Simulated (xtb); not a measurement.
Harmonic IR lines of one isomer of C₄H₆O, unscaled. These are GFN2-xTB run with xtb 6.7.1 values and carry that method's errors.

wavenumber (cm⁻¹): 859 (w), 910 (w), 933 (w), 1027 (w), 1283 (w), 1360 (vw), 1394 (vw), 1418 (vw), 1680 (w), 1751 (vs), 2748 (s), 3016 (vw), 3055 (w), 3127 (w)

### Question
Which structure gives these lines?
(A) `C=CCC=O`
(B) `C=C(C)C=O`
(C) `C/C=C/C=O`
(D) `C/C=C\C=O`

### Answer
B, `C=C(C)C=O`
